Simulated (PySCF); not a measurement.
Isomers of CH7BSi. Isolated molecules, 0 K electronic values unless said otherwise. One relaxed conformer stands for each flexible species; it need not be the lowest. Strings in code marks are SMILES.

All values below come from PBE-D3(BJ)/def2-TZVP // PBE0-D3(BJ)/def2-TZVP in PySCF. 

| species | LUMO (eV) | HOMO (eV) |
|---|---|---|
| `CB[SiH3]` | -2.80 | … |
| `B[SiH2]C` | -3.31 | -6.87 |
| `BC[SiH3]` | -2.34 | -7.67 |

Question: What belongs in the gaps?

Answer: 
- `CB[SiH3]`, HOMO (eV): -6.70
